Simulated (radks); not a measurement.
Problem. Pt54+, 24 electrons, occupied as [Ar] 3d6. Calculated with a radial shooting solver on a logarithmic mesh with Libxc functionals: scalar-relativistic Kohn-Sham, BLYP, spin-polarised, spherical densities, finite nucleus; open shells are filled with parallel spins first (spin-orbit coupling, left out, can overturn this in heavy ions); Fermi nuclear charge, rms radius 5.427 fm. Some entries of the table are withheld. Estimate them.

orbital,occ.,eigenvalue (hartree),<r^2> (bohr^2),<r> (bohr)
1s up,1,-3008.028,0.0004061,0.01715
1s down,1,-3008.018,0.0004061,0.01715
2s up,1,-630.4201,0.006148,0.07207
2s down,1,-629.6914,0.006139,0.07202
2p up,3,(1),0.005142,0.06490
2p down,3,(2),0.005131,0.06483
3s up,1,-231.9015,0.03695,0.1800
3s down,1,-231.0652,0.03706,0.1802
3p up,3,-212.2345,(3),0.1791
3p down,3,-211.3948,(4),0.1794
3d up,5,(5),0.02963,0.1599
3d down,1,(6),0.02978,0.1603

Solution. 
(1) 2p up eigenvalue (hartree): -563.4776
(2) 2p down eigenvalue (hartree): -562.8891
(3) 3p up <r^2> (bohr^2): 0.03707
(4) 3p down <r^2> (bohr^2): 0.03720
(5) 3d up eigenvalue (hartree): -193.1372
(6) 3d down eigenvalue (hartree): -192.0869
